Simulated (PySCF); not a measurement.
SMILES [SiH2]([Si](Cl)(Cl)Cl)[SiH2]Cl (H4Cl4Si3) (B3LYP/def2-SVP optimised geometry):

```
11

Si     1.250    -0.355     0.000
Cl     0.583     1.622     0.000
Si     0.411    -1.422    -1.927
Si    -1.921    -1.180    -2.043
Cl    -2.733    -2.475    -3.442
Cl    -2.740    -1.622    -0.188
Cl    -2.456     0.751    -2.556
H      0.756    -1.031     1.230
H      2.740    -0.355     0.000
H      0.708    -2.885    -1.863
H      1.012    -0.847    -3.165
```

Calculation: B3LYP/def2-TZVP (PySCF).

Q: What are the frontier orbital energies and the dipole moment?

A: HOMO-2 -8.93 eV, HOMO-1 -8.67 eV, HOMO -8.11 eV, LUMO -1.42 eV, LUMO+1 -1.00 eV; dipole moment 2.28 D.

On the same geometry PBE/def2-TZVP (PySCF) gives HOMO-2 -7.81 eV, HOMO-1 -7.63 eV, HOMO -7.16 eV, LUMO -2.09 eV, LUMO+1 -1.69 eV; dipole moment 2.10 D.

Meta-Löwdin charges at B3LYP/def2-TZVP: Si1 0.48, Cl2 -0.30, Si3 0.13, Si4 0.78, Cl5 -0.27, Cl6 -0.28, Cl7 -0.27, H8 -0.08, H9 -0.08, H10 -0.06, H11 -0.06.
